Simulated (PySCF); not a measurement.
Rows and methods have been separated. Pair them.

Compound: AlMe3, C3H9Al.
Structure used (PBE0-D3(BJ)/def2-SVP), in Å, numbered top down from 1:
```xyz
13
C3H9Al angstrom
Al     0.0038   -0.0053   -0.0014
C      1.9664   -0.0396   -0.0329
H      2.3925   -1.0533   -0.0931
H      2.3801    0.4421    0.8711
H      2.3566    0.5409   -0.8874
C     -0.9466    1.7123    0.0045
H     -1.5660    1.8138    0.9136
H     -1.6502    1.7781   -0.8442
H     -0.2832    2.5902   -0.0435
C     -1.0101   -1.6860    0.0296
H     -2.1022   -1.5422    0.0452
H     -0.7416   -2.2946    0.9111
H     -0.7689   -2.3084   -0.8504
```

The closed-shell ground state was solved 3 times with PySCF (density fitting, gas phase), always in the pcSseg-1 (pcSseg-2 on Al) basis (139 functions), with these functionals: B3LYP, PBE and PBE0.

| row | total energy (Eh) | HOMO (eV) | LUMO (eV) |
| --- | --- | --- | --- |
| P | -361.9101 | -7.57 | -0.42 |
| Q | -362.2142 | -7.34 | -0.64 |
| R | -361.8615 | -6.28 | -1.17 |

Problem. Which functional belongs to which row?

Solution. P = PBE0, Q = B3LYP, R = PBE. By rising HOMO–LUMO gap: PBE (GGA) 5.11 eV; B3LYP (global hybrid, 20 % exact exchange) 6.70 eV; PBE0 (global hybrid, 25 % exact exchange) 7.15 eV. Total energies of different functionals aren't bounds to one another; each is stationary for its own functional.
